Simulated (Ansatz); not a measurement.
System: C3H5O2, net charge 0, doublet state. It need not be the lowest isomer of its formula. 
Structure (B3LYP-D3(BJ)/def2-TZVP (Ansatz, an electronic-structure program) minimum search):
```xyz
10

C     -2.1891     0.3627    -0.1375
C     -0.8567    -0.1741     0.1934
O      0.2028     0.6020    -0.2087
C      1.4608     0.1100    -0.0934
O      1.7493    -0.9753     0.3201
H     -2.3811     0.3565    -1.2201
H     -2.9625    -0.2380     0.3404
H     -2.2967     1.3984     0.1979
H     -0.6327    -1.1950     0.4583
H      2.1661     0.8725    -0.4417
```
Charge 0, spin multiplicity 2.

Basis-set convergence of Hartree-Fock and CCSD(T) correlation energies (hartree) with Ansatz. Cores are frozen in the correlated levels unless marked. Open shells are spin-unrestricted. No spin-orbit coupling. No relativistic terms.

```tsv
basis	functions	E(HF)	E(corr, CCSD(T))
cc-pVDZ	95	-266.21883	-0.81287
cc-pVTZ	220	?	?
```

Q: What belongs in the gaps?

A: 
- cc-pVTZ, E(HF): -266.29891
- cc-pVTZ, E(corr, CCSD(T)): -1.00418
